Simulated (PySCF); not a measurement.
# Radial density of Be (beryllium, neutral)

UHF, [He] 2s2, closed-shell 1S. Calculation: PySCF 2.14, in dyall-acv3z; scalar relativity by spin-free X2C-1e.

```tsv
r (bohr)	4πr²ρ (e/bohr)
0.00531	0.01222
0.00893	0.03342
0.0150	0.08968
0.0253	0.2332
0.0425	0.5741
0.0714	1.290
0.120	2.491
0.202	3.744
0.340	3.739
0.572	1.926
0.962	0.5311
1.62	0.7046
2.72	0.6536
4.58	0.1480
7.70	0.004382
```

Densities and radii are taken from the X2C orbitals without a picture-change correction, which distorts them close to the nucleus.
